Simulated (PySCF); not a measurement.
CH2O, triplet, at a GFN2-xTB geometry (a higher spin typed on purpose: for a closed-shell molecule this is an excited state); MP2/pcseg-1 (PySCF).

The PySCF input:
```python
from pyscf import gto, scf, mp

mol = gto.M(
    atom='''
C    -0.53139059    0.09875113    0.20377579
O     0.67582481   -0.13093537   -0.13337683
H    -1.28481427   -0.64171074   -0.11474272
H    -0.93344069    1.09668689   -0.04089743
''',
    basis='pcseg-1',
    spin=2,
    verbose=4,
)

mf = scf.UHF(mol)
mf.kernel()

pt = mp.MP2(mf, frozen=2)
pt.kernel()
print('E(MP2) = %.10f' % pt.e_tot)
mf.analyze()
```

The log (banner, timings and long lists left out):

```
PySCF version 2.14.0

[INPUT] verbose = 4
[INPUT] num. atoms = 4
[INPUT] num. electrons = 16
[INPUT] charge = 0
[INPUT] spin (= nelec alpha-beta = 2S) = 2
[INPUT] symmetry False subgroup None
[INPUT] Mole.unit = angstrom
[INPUT] Symbol           X                Y                Z      unit          X                Y                Z       unit  Magmom
[...]
nuclear repulsion = 30.1653453182845
number of shells = 10
number of NR pGTOs = 64
number of NR cGTOs = 38
basis = pcseg-1
ecp = {}

******** <class 'pyscf.scf.uhf.UHF'> ********
method = UHF
initial guess = minao
damping factor = 0
level_shift factor = 0
DIIS = <class 'pyscf.scf.diis.CDIIS'>
diis_start_cycle = 1
diis_space = 8
diis_damp = 0
SCF conv_tol = 1e-09
SCF conv_tol_grad = None
SCF max_cycles = 50
direct_scf = True
direct_scf_tol = 1e-13
number electrons alpha = 9  beta = 7
Set gradient conv threshold to 3.16228e-05
init E= -113.757743860283

cycle= 1 E= -113.627205710264  delta_E= 0.131  |g|= 0.378  |ddm|= 1.43
cycle= 2 E= -113.697821852629  delta_E= -0.0706  |g|= 0.315  |ddm|= 0.429
cycle= 3 E= -113.73934519266  delta_E= -0.0415  |g|= 0.0838  |ddm|= 0.194
cycle= 4 E= -113.75375598971  delta_E= -0.0144  |g|= 0.0455  |ddm|= 0.132
cycle= 5 E= -113.758962911946  delta_E= -0.00521  |g|= 0.019  |ddm|= 0.0973
cycle= 6 E= -113.759823351692  delta_E= -0.00086  |g|= 0.00868  |ddm|= 0.0398
cycle= 7 E= -113.759997769536  delta_E= -0.000174  |g|= 0.00338  |ddm|= 0.0226
cycle= 8 E= -113.760024755453  delta_E= -2.7e-05  |g|= 0.00129  |ddm|= 0.0103
cycle= 9 E= -113.760027919196  delta_E= -3.16e-06  |g|= 0.000344  |ddm|= 0.00341
cycle= 10 E= -113.76002818874  delta_E= -2.7e-07  |g|= 8.02e-05  |ddm|= 0.0012
cycle= 11 E= -113.760028197962  delta_E= -9.22e-09  |g|= 3.13e-05  |ddm|= 0.000195
cycle= 12 E= -113.760028199335  delta_E= -1.37e-09  |g|= 9.21e-06  |ddm|= 8.19e-05
cycle= 13 E= -113.760028199448  delta_E= -1.12e-10  |g|= 2.72e-06  |ddm|= 2.46e-05
Extra cycle  E= -113.760028199458  delta_E= -9.89e-12  |g|= 1.69e-06  |ddm|= 3.73e-06
converged SCF energy = -113.760028199458  <S^2> = 2.0138926  2S+1 = 3.0092475

******** <class 'pyscf.mp.ump2.UMP2'> ********
nocc = (np.int64(7), np.int64(5)), nmo = (36, 36)
frozen orbitals 2
E(UMP2) = -114.02372954595  E_corr = -0.263701346492186
E(SCS-UMP2) = -114.019609394124  E_corr = -0.259581194666694
E_corr(same-spin) = -0.0656081782199179
E_corr(oppo-spin) = -0.198093168272268
E(MP2) = -114.0237295459
**** SCF Summaries ****
Total Energy =                        -113.760028199457594
Nuclear Repulsion Energy =              30.165345318284523
One-electron Energy =                 -214.751226290937893
Two-electron Energy =                   70.825852773195777
Two-electron Coulomb Energy =           84.922033005928085
DFT Exchange-Correlation Energy =      -14.096180232732308
**** MO energy ****
                             alpha | beta                alpha | beta
[...]
To work with the spin densities directly, `use mulliken_meta_spin()` only printing them here.

 ** Mulliken spin pop alpha/beta on meta-lowdin orthogonal AOs **
 ** Mulliken Spin Density (per AO)  **
spin_pop of  0 C 1s       -0.00000
spin_pop of  0 C 2s        0.09950
spin_pop of  0 C 3s        0.00281
spin_pop of  0 C 2px      -0.02357
spin_pop of  0 C 2py      -0.02228
spin_pop of  0 C 2pz       0.72630
spin_pop of  0 C 3px      -0.00016
spin_pop of  0 C 3py       0.00174
spin_pop of  0 C 3pz       0.01097
spin_pop of  0 C 3dxy      0.00145
spin_pop of  0 C 3dyz     -0.00041
spin_pop of  0 C 3dz^2    -0.00108
spin_pop of  0 C 3dxz     -0.00050
spin_pop of  0 C 3dx2-y2    0.00013
spin_pop of  1 O 1s       -0.00000
spin_pop of  1 O 2s        0.02903
spin_pop of  1 O 3s       -0.00017
spin_pop of  1 O 2px       0.03509
spin_pop of  1 O 2py       0.87722
spin_pop of  1 O 2pz       0.15029
spin_pop of  1 O 3px       0.00009
spin_pop of  1 O 3py       0.00166
spin_pop of  1 O 3pz       0.00123
spin_pop of  1 O 3dxy      0.00033
spin_pop of  1 O 3dyz      0.00004
spin_pop of  1 O 3dz^2     0.00012
spin_pop of  1 O 3dxz     -0.00045
spin_pop of  1 O 3dx2-y2   -0.00020
spin_pop of  2 H 1s        0.05422
spin_pop of  2 H 2s        0.00072
spin_pop of  2 H 2px      -0.00000
spin_pop of  2 H 2py       0.00021
spin_pop of  2 H 2pz       0.00028
spin_pop of  3 H 1s        0.05422
spin_pop of  3 H 2s        0.00072
spin_pop of  3 H 2px      -0.00003
spin_pop of  3 H 2py       0.00019
spin_pop of  3 H 2pz       0.00033
 ** Mulliken Spin Density (per atom)  **
spin density of  0 C =      0.79488
spin density of  1 O =      1.09426
spin density of  2 H =      0.05543
spin density of  3 H =      0.05543
 ** Mulliken pop alpha/beta on meta-lowdin orthogonal AOs **
 ** Mulliken pop       alpha | beta **
[...]
In total             9.00000 | 7.00000
 ** Mulliken atomic charges   ( Nelec_alpha | Nelec_beta ) **
charge of  0C =     -0.06172  (     3.42830      2.63342 )
charge of  1O =     -0.15476  (     4.62451      3.53025 )
charge of  2H =      0.10824  (     0.47359      0.41817 )
charge of  3H =      0.10824  (     0.47359      0.41817 )
Dipole moment(X, Y, Z, Debye): -1.49821,  0.31983, -0.40034
```
